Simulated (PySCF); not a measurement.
**Peak assignment**

Geometry:
| atom | x (Å) | y (Å) | z (Å) |
| --- | --- | --- | --- |
| C1 | -1.479 | -1.887 | 0.718 |
| C2 | -1.584 | -0.728 | 0.053 |
| C3 | -2.818 | 0.126 | 0.092 |
| Si4 | -0.139 | -0.141 | -0.971 |
| O5 | 1.187 | -1.083 | -0.676 |
| Si6 | 2.576 | -1.317 | 0.196 |
| O7 | 0.162 | 1.436 | -0.567 |
| Si8 | 1.206 | 2.638 | -0.114 |
| H9 | -0.571 | -2.496 | 0.674 |
| H10 | -2.301 | -2.273 | 1.334 |
| H11 | -3.256 | 0.240 | -0.915 |
| H12 | -3.590 | -0.299 | 0.751 |
| H13 | -2.580 | 1.144 | 0.443 |
| H14 | -0.410 | -0.191 | -2.432 |
| H15 | 2.250 | -1.624 | 1.621 |
| H16 | 3.320 | -2.461 | -0.401 |
| H17 | 3.426 | -0.089 | 0.146 |
| H18 | 2.243 | 2.858 | -1.167 |
| H19 | 0.424 | 3.891 | 0.081 |
| H20 | 1.888 | 2.278 | 1.165 |

One computed conformer, no solvent, non-relativistic, fast rotation and ring inversion assumed for equivalent nuclei. Shielding tensors at CAM-B3LYP/pcSseg-1 (GIAO); structure optimised with PBE0-D3(BJ)/def2-SVP; PySCF 2.14.

References, each an isolated molecule treated in the same way: $^{13}$C (σref 182.45), $^{1}$H (σref 31.33) against TMS.

**Question.** Assign these signals to the numbered atoms. $^{13}$C{$^{1}$H} NMR (computed): δ 155.4, 138.5, 21.8.

**Answer.** 
| δ (ppm) | atoms | environment | reason |
| --- | --- | --- | --- |
| 155.4 | C2 | fully substituted alkene carbon | the olefinic region |
| 138.5 | C1 | terminal =CH2 carbon | an sp2 carbon of a C=C bond |
| 21.8 | C3 | allylic methyl carbon | saturated and bonded to C and H only |

**Question.** Assign these signals to the numbered atoms. $^{1}$H NMR (400 MHz, computed): δ 5.87 (m, 1H), 5.76 (m, 1H), 5.04 (s, 6H), 4.72 (s, 1H), 1.87 (s, 3H).

**Answer.** 
| δ (ppm) | atoms | environment | reason |
| --- | --- | --- | --- |
| 5.87 | H10 | hydrogen on a terminal =CH2 carbon | attached to an sp2 carbon and in the plane of the double bond |
| 5.76 | H9 | hydrogen on a terminal =CH2 carbon | – |
| 5.04 | H15/H16/H17/H18/H19/H20 | hydrogen on a silicon bonded to O | – |
| 4.72 | H14 | hydrogen on a silicon bonded to C, 2 O | – |
| 1.87 | H11/H12/H13 | hydrogen on an allylic methyl carbon | allylic position |

H10 and H9 lie closer than the usual error of such a calculation, so a measured spectrum could show them in the other order.

Shifts are as computed, not scaled to solution data. Of 1309 compounds with measured shifts, 239 miss one by over three times the rms of a fit or turn the order of signals round; such compounds aren't used in these exercises. No couplings were computed; multiplicities are counted from neighbouring protons, with m where these are inequivalent, close in shift, in a saturated or five-membered ring or joined by F or P, and br s for small geminal =CH2 splittings.
